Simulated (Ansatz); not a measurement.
Cu(SH)2 (CuH₂S₂), 5 atoms. Hardware: 4 threads of Arm Neoverse V1 on a shared host.

Correlated methods freeze 19 core orbitals.

(1) How many basis functions does each of these Ansatz runs have, and roughly what does it cost? HSE06-D4/def2-TZVP, charge 0 doublet, energy, from earlier orbitals; PBE0-D4/def2-SVP, charge 0 doublet, energy, from earlier orbitals; PBE0-D4/def2-TZVPD, charge -1 singlet at the geometry of the charge 0 doublet, energy, from earlier orbitals; PBE-D4/def2-TZVP, charge 1 triplet at the geometry of the charge 0 doublet, energy, from earlier orbitals; PBE-D4/def2-TZVP, charge 0 doublet, energy and forces, from earlier orbitals; PBE-D4/def2-TZVPD, charge -1 triplet at the geometry of the charge 0 doublet, energy, from earlier orbitals; PBE-D4/def2-TZVPD, charge -1 singlet at the geometry of the charge 0 doublet, energy, from earlier orbitals; PBE0-D4/def2-SVP, charge 0 doublet, energy with a search over starts; r2SCAN-D4/def2-TZVP, charge 0 doublet, energy, from earlier orbitals; PBE-D4/def2-TZVP, charge 1 singlet at the geometry of the charge 0 doublet, energy, from earlier orbitals; CCSD(T)/def2-TZVPP, charge 0 doublet, energy, from earlier orbitals; PBE-QIDH/def2-TZVP, charge 0 doublet, energy, from earlier orbitals.

## Answers

(1) Other jobs shared the machine, so times can vary by a factor of up to 3. A dash marks memory too small to be measured apart from the calling script's.

```csv
run,functions,fitting or Cholesky vectors,wall time,peak host memory (GiB)
"PBE-D4/def2-TZVP, charge 1 singlet at the geometry of the charge 0 doublet, energy, from earlier orbitals",131,1063,1.1 s,–
"PBE-D4/def2-TZVPD, charge -1 singlet at the geometry of the charge 0 doublet, energy, from earlier orbitals",158,1157,1.4 s,–
"PBE0-D4/def2-SVP, charge 0 doublet, energy, from earlier orbitals",77,772,1.6 s,–
"PBE-D4/def2-TZVP, charge 0 doublet, energy and forces, from earlier orbitals",131,1063,2.2 s,–
"PBE0-D4/def2-TZVPD, charge -1 singlet at the geometry of the charge 0 doublet, energy, from earlier orbitals",158,1280,2.3 s,–
"PBE-D4/def2-TZVP, charge 1 triplet at the geometry of the charge 0 doublet, energy, from earlier orbitals",131,1063,2.4 s,–
"PBE0-D4/def2-SVP, charge 0 doublet, energy with a search over starts",77,772,2.8 s,–
"HSE06-D4/def2-TZVP, charge 0 doublet, energy, from earlier orbitals",131,1007,3.1 s,–
"PBE-D4/def2-TZVPD, charge -1 triplet at the geometry of the charge 0 doublet, energy, from earlier orbitals",158,1157,3.3 s,–
"r2SCAN-D4/def2-TZVP, charge 0 doublet, energy, from earlier orbitals",131,1063,5.5 s,–
"PBE-QIDH/def2-TZVP, charge 0 doublet, energy, from earlier orbitals",131,1007,11 s,–
"CCSD(T)/def2-TZVPP, charge 0 doublet, energy, from earlier orbitals",176,1079,2.6 min,3.3
```
